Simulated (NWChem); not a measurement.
# BH2S2Cl; SMILES SB(S)Cl

```xyz
6

B      0.0000     0.0000     0.0097
Cl     0.0000     0.0000    -1.7522
S      1.6184     0.0000     0.7991
H      1.2034     0.0000     2.0838
S     -1.6184     0.0000     0.7991
H     -1.2034     0.0000     2.0838
```
Atoms are numbered in this order, from 1.

The geometry was optimised at PBE0/def2-SVP.

Symmetry labels are those of C2v in the frame above (b1 and b2, or b-type labels, depend on it).

Problem. List the 6 lowest vertical singlet excitations and the 6 lowest triplet ones from LDA (Slater exchange, VWN5)/6-31G* (spherical d), TDA (NWChem).

Solution. 
```
state  energy (eV)  oscillator strength  symmetry  leading excitation (squared amplitude)
-----  -----------  -------------------  --------  --------------------------------------
S1            5.47                0.000        a2                    HOMO → LUMO+1 (0.99)
S2            5.76                0.245        b1                      HOMO → LUMO (0.88)
S3            5.83                0.000        a2                    HOMO−2 → LUMO (0.98)
S4            6.05                0.001        b2                  HOMO−1 → LUMO+1 (0.99)
S5            6.34                0.147        a1                    HOMO−1 → LUMO (0.92)
S6            6.45                0.017        b1                  HOMO−2 → LUMO+1 (0.90)
T1            4.52       spin-forbidden        b1                      HOMO → LUMO (1.00)
T2            5.12       spin-forbidden        a1                    HOMO−1 → LUMO (0.99)
T3            5.19       spin-forbidden        a2                    HOMO → LUMO+1 (0.99)
T4            5.63       spin-forbidden        a2                    HOMO−2 → LUMO (0.99)
T5            5.88       spin-forbidden        b2                  HOMO−1 → LUMO+1 (0.99)
T6            6.20       spin-forbidden        b1                  HOMO−2 → LUMO+1 (0.98)
```
